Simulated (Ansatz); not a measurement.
Two isomers of C2H6BFSi: A = `FB1CC1[SiH3]`, B = `C=C(F)B[SiH3]`.

Calculated with Ansatz (gas phase, PBE0-D4/def2-TZVP geometries, no zero-point term in ΔE). CBS: MP2 limit from def2 TZ/QZ plus the TZ coupled-cluster correction, frozen cores. Functionals use def2-TZVPP. B3LYP here is the variant with VWN-RPA as its local correlation; programs differ in this. One conformer a species, not always the lowest.

(1) Which is lower in electronic energy at CCSD(T)/CBS, and by how much? (An estimate is asked.)

(2) Give E(B) − E(A) in kJ/mol with B2PLYP, MP2/def2-TZVPP, B3LYP, HF/def2-TZVPP, B3LYP-D4, CCSD(T)/def2-TZVPP, PBE0-D4. (Best estimate.)

Largest T1 diagnostic: 0.013.

Answers

(1) Ansatz gave: A, by 172.5 kJ/mol.

(2) Computed: B2PLYP 168.5, MP2/def2-TZVPP 193.5, B3LYP 157.9, HF/def2-TZVPP 156.6, B3LYP-D4 159.3, CCSD(T)/def2-TZVPP 169.3, PBE0-D4 178.0. None reverses the order clearly.

From PBE to PBE0 (25 % exact exchange), in def2-TZVPP and without D4, E(B) − E(A) moves by +12.5 kJ/mol. In def2-TZVPP, CCSD(T) changes the Hartree–Fock value by +12.7 kJ/mol (the triples alone add −2.1 kJ/mol) and MP2 by +36.9 kJ/mol.
